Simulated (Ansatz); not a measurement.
```yaml
crystal:
  periodic: [false, false, false]
  atoms:
    - {symbol: O, position_ang: [-1.104394, 0.946764, -0.445004]}
    - {symbol: In, position_ang: [-0.922367, 0.075648, 1.444351]}
    - {symbol: C, position_ang: [0.816401, -0.866880, 0.728877]}
    - {symbol: In, position_ang: [0.773703, -0.016662, -1.318985]}
    - {symbol: H, position_ang: [-1.754014, 1.549465, -0.808227]}
    - {symbol: H, position_ang: [-2.191932, 0.571575, 2.461991]}
    - {symbol: H, position_ang: [1.679221, -0.579599, 1.334121]}
    - {symbol: H, position_ang: [0.707081, -1.952505, 0.782528]}
    - {symbol: H, position_ang: [1.828105, 1.323852, -1.613001]}
    - {symbol: H, position_ang: [0.168196, -1.051658, -2.566670]}
basis:
  gaussian: {orbitals: def2-TZVPD}
magnetization: {spin_polarized: true, initial_magnetization: 2}
hamiltonian: {xc: {name: PBE-QIDH}}
charge: 1
output: {forces: true}
```

```sh
$ ansatz run in.yaml --threads 2 --pin off --events-out ev --progress --plain --max-ram 22528MiB --backend cpu
```

Q: How does Ansatz answer? (An estimate is asked.)

A: The calculation gave: The input was rejected before any iteration.
```
Error: YAML parse error: error: line 18 column 1: unknown field `charge`, expected one of crystal, accuracy, basis, kpoints, hamiltonian, magnetization, projection, total_charge, correlation, batch, efield, external_charges, scf, relax, neb, saddle, md, ramp, phonons, dielectric, real_time, elastic, magnetic_configurations, gw, evaluate, workflow, output, checkpoint, execution
  --> <input>:18:1
   |
16 | magnetization: {spin_polarized: true, initial_magnetization: 2}
17 | hamiltonian: {xc: {name: PBE-QIDH}}
18 | charge: 1
   | ^ unknown field `charge`, expected one of crystal, accuracy, basis, kpoints, hamiltonian, magnetization, projection, total_charge, correlation, batch, efield, external_charges, scf, relax, neb, saddle, md, ramp, phonons, dielectric, real_time, elastic, magnetic_configurations, gw, evaluate, workflow, output, checkpoint, execution
19 | output: {forces: true}
   |
```
